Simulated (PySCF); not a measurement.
C2H5ClSi2, SMILES C([Si@H](Cl)[SiH3])#C.

Coordinates come from a PBE0-D3(BJ)/def2-SVP optimisation. The structure was generated by enumeration; whether it is a known compound was not checked.

The numbers are results of PBE0-D3(BJ)/def2-SVP in PySCF, not measurements.

Frequencies are harmonic and unscaled.

Computed normal modes with their intensities:
| mode | ν (cm⁻¹) | IR (km/mol) | Raman (Å⁴/amu) | depolarisation | moving atoms (share of kinetic energy) |
|---|---|---|---|---|---|
| 1 | 85 | 0.4 | 6.0 | 0.74 | Si 35 %, C 35 %, H 19 %, Cl 11 % |
| 2 | 108 | 0.4 | 1.5 | 0.75 | H 85 % |
| 3 | 119 | 2.0 | 3.2 | 0.73 | Cl 35 %, Si 33 %, H 22 %, C 11 % |
| 4 | 134 | 0.7 | 6.6 | 0.73 | Si 32 %, C 31 %, H 19 %, Cl 18 % |
| 5 | 290 | 21.7 | 6.0 | 0.68 | C 67 %, H 23 %, Si 9 % |
| 6 | 330 | 21.5 | 2.8 | 0.75 | C 75 %, H 10 %, Cl 10 % |
| 7 | 406 | 9.4 | 18.2 | 0.14 | Si 58 %, H 25 %, Cl 10 % |
| 8 | 508 | 27.1 | 11.0 | 0.75 | H 76 %, Si 16 % |
| 9 | 526 | 18.2 | 5.4 | 0.47 | H 63 %, Si 30 % |
| 10 | 559 | 69.1 | 6.9 | 0.68 | Si 54 %, Cl 29 %, H 12 % |
| 11 | 660 | 54.2 | 2.4 | 0.75 | Si 45 %, C 42 %, H 11 % |
| 12 | 739 | 19.7 | 2.5 | 0.71 | H 75 %, C 25 % |
| 13 | 754 | 218.8 | 13.0 | 0.64 | H 88 %, Si 9 % |
| 14 | 761 | 56.4 | 1.2 | 0.63 | H 76 %, C 23 % |
| 15 | 797 | 118.7 | 11.1 | 0.75 | H 87 %, Si 10 % |
| 16 | 866 | 121.1 | 4.9 | 0.71 | H 88 %, Si 12 % |
| 17 | 929 | 49.8 | 20.8 | 0.75 | H 97 % |
| 18 | 930 | 42.8 | 25.9 | 0.75 | H 97 % |
| 19 | 2164 | 51.4 | 204.4 | 0.26 | C 90 %, H 10 % |
| 20 | 2225 | 56.5 | 211.0 | 0.04 | H 99 % |
| 21 | 2239 | 77.3 | 135.6 | 0.66 | H 96 % |
| 22 | 2244 | 9.9 | 220.2 | 0.47 | H 96 % |
| 23 | 2251 | 136.9 | 104.0 | 0.05 | H 96 % |
| 24 | 3473 | 60.6 | 44.9 | 0.26 | H 86 %, C 14 % |
